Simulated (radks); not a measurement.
Problem. The mean radii <r> (bohr) of the occupied orbitals of an atom or ion are listed with their occupations. All-electron calculation, Dirac Kohn-Sham, PBE, spin-unpolarised, spherical densities, finite nucleus; Fermi nuclear charge, rms radius of each element as measured or else 0.836 A^(1/3) + 0.57 fm. Program: a radial shooting solver on a logarithmic mesh with Libxc functionals.

| orbital | occ. | <r> |
|---|---|---|
| 1s1/2 | 2 | 0.04029 |
| 2s1/2 | 2 | 0.1776 |
| 2p1/2 | 2 | 0.1523 |
| 2p3/2 | 4 | 0.1563 |
| 3s1/2 | 2 | 0.5104 |
| 3p1/2 | 2 | 0.5116 |
| 3p3/2 | 4 | 0.5221 |
| 3d3/2 | 4 | 0.5231 |
| 3d5/2 | 6 | 0.5269 |
| 4s1/2 | 2 | 1.454 |
| 4p1/2 | 2 | 1.690 |
| 4p3/2 | 4 | 1.727 |

Name the element and its charge. Open shells, if any, are shared by 2j + 1.

Solution. Z = 37, rubidium, charge +1: Rb+ in [Kr]. The 1s radius gives Z: for a bare nucleus <r> = (2 gamma + 1)/(2Z) with gamma = sqrt(1 - (Z/c)^2), 0.03954 bohr for Z = 37, and screening makes it slightly larger (0.04029 here). The occupations add up to 36, and the charge is Z minus that.
